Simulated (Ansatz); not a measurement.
`BC[SiH2]Cl` + HI → `Cl[SiH2]I` + `BC` at 400 K and 1 bar (ligand exchange at the Si–C bond).

Computed with Ansatz on PBE0-D4/def2-TZVP structures; ΔE is electronic, products minus reactants. CCSD(T)/CBS adds triple-zeta CCSD(T) − MP2 to the extrapolated MP2 energy (def2 sets, frozen cores). This one scheme is used for every species. Elements past krypton have def2 core potentials. For I outer-core shells are correlated without core-valence functions, which leaves a few kJ/mol of doubt a bond. One conformer a species, not always the lowest.

```json
{"species": "`BC[SiH2]Cl`", "CCSD(T)/CBS energy (Eh)": "-815.35378", "H − E (kJ/mol)": "205.3", "S (J/(mol·K))": "367.6"}
{"species": "HI", "CCSD(T)/CBS energy (Eh)": "-298.03592", "H − E (kJ/mol)": "25.7", "S (J/(mol·K))": "215.0"}
{"species": "`Cl[SiH2]I`", "CCSD(T)/CBS energy (Eh)": "-1047.58245", "H − E (kJ/mol)": "72.7", "S (J/(mol·K))": "333.6"}
{"species": "`BC`", "CCSD(T)/CBS energy (Eh)": "-65.83255", "H − E (kJ/mol)": "164.9", "S (J/(mol·K))": "265.6"}
```

H − E and S are ideal-gas, rigid-rotor, harmonic terms from PBE0-D4/def2-TZVP, for one conformer and one mirror image of each species. 1 Eh = 2625.50 kJ/mol, R = 8.31446 J/(mol·K).

Q: By hand: ΔE, ΔH, ΔS and ΔG.

A: ΔE = (-1047.58245) + (-65.83255) − (-815.35378) − (-298.03592) = -0.02530 Eh = -66.4 kJ/mol. Δ(H − E) = 72.7 + 164.9 − 205.3 − 25.7 = 6.6, so ΔH = -59.8 kJ/mol. ΔS = 333.6 + 265.6 − 367.6 − 215.0 = 16.6 J/(mol·K). ΔG = -59.8 − 400 × (16.6)/1000 = -66.4 kJ/mol.

Q: By hand: the equilibrium constant, and the temperature at which ΔG would vanish if ΔH and ΔS stayed fixed.

A: log₁₀ K = −ΔG/(RT ln 10) = 8.7. ΔH and −TΔS have one sign here, so there is no such temperature.

ΔH outweighs TΔS. A doubt of 5 kJ/mol in ΔE shifts log₁₀ K by 0.7 here. Other conformers and mirror images would add mixing entropy, several J/(mol·K) or more a flexible species. Modes under 60 cm⁻¹, often nearly free rotors, make the harmonic entropy too high. These are equilibria of isolated gas molecules and say nothing of rates. Largest T1 diagnostic: 0.010 (customary marks: 0.02 for closed shells, 0.045 for open ones).
